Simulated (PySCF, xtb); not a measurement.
chlorosilylformaldehyde (CH₃ClOSi), SMILES [SiH2](Cl)C=O.

GFN2-xTB (xtb) at its own geometry gives an orbital gap of 2.43 eV and a dipole moment of 1.53 D.

The structure is a stationary point at B3LYP-D3(BJ)/def2-SVP. Other conformers were not sampled.

### Question
What does PBE/def2-TZVPD (PySCF) give? (Estimate from the structure and the level; the computed values follow.)

### Answer
gap 2.78 eV (levels -6.08 and -3.30 eV), dipole 0.76 D.
